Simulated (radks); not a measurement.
The nickel ion Ni+, configuration [Ne] 3s1.75 3p6 3d9 4s0.25 (fractional occupations, a model configuration).

Method: scalar-relativistic Kohn-Sham, LDA (Slater exchange, Perdew-Wang correlation), spin-polarised, spherical densities, point nucleus; open shells are filled with parallel spins first; computed with a radial shooting solver on a logarithmic mesh with Libxc functionals.

Energy parts (hartree):
total: -1516.89198
kinetic: 1537.26638
electron-nucleus: -3638.51205
Hartree: 645.03230
exchange-correlation: -60.67860

Orbitals (lengths in bohr, moments of r in powers of bohr; <r^-3> diverges for s and p1/2; r(90%) holds 90 % of the orbital's charge):
| orbital | occ. | eigenvalue (hartree) | r(90%) | <r^-3> | <1/r> |
|---|---|---|---|---|---|
| 1s up | 1 | -301.3909 | 0.0968 | - | 28.05 |
| 1s down | 1 | -301.3834 | 0.0968 | - | 28.05 |
| 2s up | 1 | -36.18762 | 0.380 | - | 6.058 |
| 2s down | 1 | -36.16037 | 0.380 | - | 6.060 |
| 2p up | 3 | -31.20447 | 0.353 | 623.4 | 5.953 |
| 2p down | 3 | -31.18214 | 0.353 | 623.9 | 5.955 |
| 3s up | 1 | -4.27068 | 1.12 | - | 1.913 |
| 3s down | 0.75 | -4.21703 | 1.12 | - | 1.909 |
| 3p up | 3 | -2.83182 | 1.21 | 79.20 | 1.764 |
| 3p down | 3 | -2.78004 | 1.22 | 78.79 | 1.760 |
| 3d up | 5 | -0.55969 | 1.84 | 6.736 | 1.337 |
| 3d down | 4 | -0.51480 | 1.89 | 6.595 | 1.321 |
| 4s up | 0.25 | -0.45794 | 3.89 | - | 0.5006 |
| 4s down | 0 | -0.43930 | 3.95 | - | 0.4947 |
| 4p up | 0 | -0.25901 | 5.10 | 3.531 | 0.3822 |
| 4p down | 0 | -0.24536 | 5.24 | 3.333 | 0.3734 |
| 5s up | 0 | -0.11602 | 10.2 | - | 0.1877 |
| 5s down | 0 | -0.11319 | 10.4 | - | 0.1840 |
| 4d up | 0 | -0.07719 | 11.0 | 0.1450 | 0.1842 |
| 4d down | 0 | -0.07418 | 11.5 | 0.1327 | 0.1756 |
| 4f up | 0 | -0.03244 | 24.5 | 0.0005623 | 0.06901 |
| 4f down | 0 | -0.03237 | 24.6 | 0.0005452 | 0.06855 |

The highest occupied level is 4s up at -12.461 eV. Spin moment in Bohr magnetons: 1.5. Summed over all electrons, <r^2> = 21.24 bohr^2, which gives a Langevin (diamagnetic) susceptibility term of -16.8 x 10^-6 cm^3/mol.
